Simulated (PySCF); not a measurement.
ClGeH₆NSi, SMILES N[Si@@H](Cl)[GeH3]. Atoms are numbered in the order given.

```xyz
10

N     -1.8859     0.8729     0.8781
Si    -0.8909    -0.3522     0.1995
Cl    -1.0803    -0.5763    -1.8790
Ge     1.3828     0.2078     0.5811
H     -2.8864     0.7229     0.9597
H     -1.6818     1.8485     0.6895
H     -1.3187    -1.6515     0.7858
H      2.3156    -0.7736    -0.1479
H      1.6431     1.6261     0.0364
H      1.7185     0.1965     2.0843
```

Geometry: PBE0-D3(BJ)/def2-SVP. The structure was generated by enumeration; whether it is a known compound was not checked. The values are those of a single conformer.

Computed with PBE/pcSseg-1 in PySCF.

GIAO shieldings, no solvent; atoms listed in one row are averaged. δ = σ(ref) − σ: ¹⁵N against NH3 (σ = 267.0 ppm); ²⁹Si against TMS (σ = 335.4 ppm); ³⁵Cl against HCl (σ = 936.5 ppm); ⁷³Ge against GeH4 (σ = 1614.4 ppm); ¹H against TMS (σ = 31.49 ppm), references at their B3LYP-D3(BJ)/def2-TZVP geometries, non-relativistic (without spin–orbit terms, shifts of atoms bonded to Cl or Br come out too high).

Computed chemical shifts:
```
nucleus        atoms  count  δ (ppm)
-------  -----------  -----  -------
¹⁵N               N1      1     49.5
²⁹Si             Si2      1     -0.1
³⁵Cl             Cl3      1    124.4
⁷³Ge             Ge4      1     -3.6
¹H                H7      1     6.11
¹H       H8, H9, H10      3     3.87
¹H                H5      1     1.79
¹H                H6      1     1.44
```
